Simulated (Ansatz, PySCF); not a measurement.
This PySCF input computes a CAM-B3LYP/def2-TZVPD energy:

```python
from pyscf import gto, scf, dft

mol = gto.M(
    atom='''
    Rb   -0.00000000   -0.00000000   -0.41833162
    O     0.00000000    0.00000000    1.93478374
    ''',
    basis='def2-tzvpd',
    ecp='def2-tzvp',
    charge=0,
    spin=1,
    symmetry='C2v',
    verbose=4,
)

mf = dft.UKS(mol, xc='camb3lyp').density_fit(auxbasis='def2-universal-jkfit')
mf.grids.level = 3
mf.conv_tol = 1e-9
mf.max_cycle = 100
mf.max_memory = 1500
mf.kernel()
if not mf.converged:
    mf = mf.newton()
    mf.kernel(mf.make_rdm1())
mf.analyze()
```

**Question.** Write an input for the same energy in Ansatz (a first-principles code) and say what it gives.

**Answer.** 
Ansatz 0.2 input:
```yaml
crystal:
  periodic: [false, false, false]
  atoms:
    - {symbol: Rb, position_ang: [-0.00000000, -0.00000000, -0.41833162]}
    - {symbol: O, position_ang: [0.00000000, 0.00000000, 1.93478374]}
basis:
  gaussian:
    orbitals: def2-TZVPD
hamiltonian:
  xc: {name: CAM-B3LYP}
magnetization: {spin_polarized: true, initial_magnetization: 1}
output: {forces: true}
```
It gives -99.23620 Eh, and PySCF -99.23619 Eh, a difference of 0.01 mEh.
